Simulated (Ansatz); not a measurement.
A nudged elastic band was laid between two geometries of CH$_{3}$NZn (6 atoms, charge 0, multiplicity 1).

Theory: RKS r2SCAN/def2-SVP in Ansatz.

* movable images: 7
* climbing image: yes
* spring: 5.0 eV/Å²
* optimiser: quadratic models (default)
* start path: IDPP
* force threshold: 0.05 eV/Å
* iteration limit: 53
* end points: relaxed

Initial state:

```xyz
6
Properties=species:S:1:pos:R:3
C -0.734 -0.243 -0.915
N 0.026 -0.628 0.015
Zn 1.022 0.254 1.270
H -1.251 -0.982 -1.572
H -0.971 0.817 -1.181
H 1.909 0.781 2.382
```

Final state:

```xyz
6
Properties=species:S:1:pos:R:3
C -0.744 0.206 -0.915
N -0.001 0.628 0.012
Zn 1.034 -0.204 1.269
H -0.936 -0.865 -1.176
H -1.293 0.919 -1.576
H 1.941 -0.683 2.386
```

(1) What changes between the two ends?

(2) What energy profile does the band end with?

(3) What is the geometry of the highest image?

(4) What are the harmonic wavenumbers there?

The band took 6 iterations and roughly 2.9 core-minutes.

## Answers

(1) No bond is made or broken. The dihedral H5–C1–N2–Zn3 changes from 0 to -180° by way of a nearly straight angle C1–N2–Zn3 (up to 179°), not by a turn about the bond. The two ends are copies of one structure, up to a mirror image or an exchange of like atoms.

(2) The run converged. The highest image is number 4 of 0 to 8, 0.103 eV above the ends, which have the same energy within 2 meV. A vibrational analysis at the climbing image gives one clearly imaginary mode, 165i cm⁻¹: a first-order saddle point.

```json
{"image": "0", "path coordinate (Å)": "0.00", "energy (eV)": "0.000", "angle C1–N2–Zn3 (°)": "133"}
{"image": "1", "path coordinate (Å)": "0.25", "energy (eV)": "0.011", "angle C1–N2–Zn3 (°)": "142"}
{"image": "2", "path coordinate (Å)": "0.49", "energy (eV)": "0.042", "angle C1–N2–Zn3 (°)": "152"}
{"image": "3", "path coordinate (Å)": "0.74", "energy (eV)": "0.082", "angle C1–N2–Zn3 (°)": "165"}
{"image": "4", "path coordinate (Å)": "0.98", "energy (eV)": "0.103", "angle C1–N2–Zn3 (°)": "179"}
{"image": "5", "path coordinate (Å)": "1.23", "energy (eV)": "0.082", "angle C1–N2–Zn3 (°)": "165"}
{"image": "6", "path coordinate (Å)": "1.47", "energy (eV)": "0.043", "angle C1–N2–Zn3 (°)": "152"}
{"image": "7", "path coordinate (Å)": "1.72", "energy (eV)": "0.011", "angle C1–N2–Zn3 (°)": "142"}
{"image": "8", "path coordinate (Å)": "1.96", "energy (eV)": "0.000", "angle C1–N2–Zn3 (°)": "133"}
```

(3) 
```xyz
6
Properties=species:S:1:pos:R:3:forces:R:3
C -0.793 -0.017 -0.980 -0.01 0.00 0.00
N -0.018 0.000 -0.002 0.01 0.00 -0.03
Zn 1.108 0.023 1.374 -0.01 0.00 0.01
H -1.160 -0.960 -1.465 0.01 0.01 0.01
H -1.198 0.909 -1.467 0.01 -0.01 0.01
H 2.061 0.044 2.539 0.00 0.00 0.00
```

(4) 165i, 200, 439, 485, 555, 1094, 1189, 1526, 1858, 1968, 2844, 2864 cm⁻¹.

The run took 2.9 min on 1 CPU thread of a shared host.
